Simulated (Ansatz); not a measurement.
Harmonic frequencies (cm⁻¹) at PBE0-D4/def2-TZVP from Ansatz: 23, 65, 92, 181, 241, 401, 405, 419, 516, 568, 729, 829, 850, 874, 934, 1944, 2205, 2216.

Each molecule was computed in one conformer, which needn't be the lowest.

(1) Which molecule is it?
A. `F[SiH2][Al]1[O][GaH]1`
B. `C=C(O)C#N`
C. `BC=C=C=S`
D. `SB1N[SiH2]1`

Answers

(1) A.
